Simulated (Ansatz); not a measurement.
Reactions of `CNB(F)[SiH2]Cl`.

Program: Ansatz. Geometries: PBE0-D4/def2-TZVP. ΔE: electronic, gas phase. CBS: MP2 limit from def2 TZ/QZ plus the TZ coupled-cluster correction, frozen cores. This one scheme is used for every species. DFT in def2-TZVPP. For Ge outer-core shells are correlated without core-valence functions, which leaves a few kJ/mol of doubt a bond. Scalar relativity is left out up to krypton. One conformer a species, not always the lowest.

```csv
reaction,CCSD(T)/CBS(def2) (kcal/mol)
`CNB(F)[SiH2]Cl` + `[OH][GeH3]` → `Cl[SiH2][O][GeH3]` + `CNBF`,-32.5
`CNB(F)[SiH2]Cl` + `CN[SiH3]` → `CN[SiH2]Cl` + `CNB(F)[SiH3]`,?
`CNB(F)[SiH2]Cl` → `FB[SiH2]Cl` + `C=N`,67.9
`CNB(F)[SiH2]Cl` + H₂ → `CNB(F)[SiH3]` + HCl,20.4
`CNB(F)[SiH2]Cl` + SiH₄ → `CNB(F)[SiH3]` + `[SiH3]Cl`,3.1
```

Task: Fill in the missing values. (An estimate is asked.)

Result: Ansatz gave: `CNB(F)[SiH2]Cl` + `CN[SiH3]` → `CN[SiH2]Cl` + `CNB(F)[SiH3]`: -3.1 kcal/mol.

Largest T1 diagnostic: 0.013, for `CNB(F)[SiH3]`.
